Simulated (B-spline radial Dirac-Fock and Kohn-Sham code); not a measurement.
## What relativity does to the binding energies of Hg⁵⁷⁺

System: Hg⁵⁷⁺, configuration [Ar] 3d5.

Both columns are ΔSCF binding energies of the configuration average from a B-spline atomic structure program: non-relativistic Hartree-Fock with a point nucleus, and Dirac-Fock with a finite nucleus and the Coulomb interaction alone, averaged over the two j levels with weights 2j+1.

| shell | Hartree-Fock (eV) | Dirac-Fock (eV) | shift (eV) | shift (%) |
| --- | --- | --- | --- | --- |
| 1s | 79363.0 | 87473.5 | +8110.50 | +10.22 |
| 2s | 16469.3 | 18717.1 | +2247.75 | +13.65 |
| 2p | 15989.4 | 16790.4 | +800.98 | +5.01 |
| 3s | 6348.5 | 6996.2 | +647.64 | +10.20 |
| 3p | 6134.6 | 6411.8 | +277.23 | +4.52 |
| 3d | 5803.5 | 5831.4 | +27.90 | +0.48 |

Relativity binds 1s, 2s, 2p, 3s, 3p, 3d more strongly, among those listed most of all 2s in relative terms.

Values without a named source are computed, but for edge energies of neutral atoms, which are taken from tables.
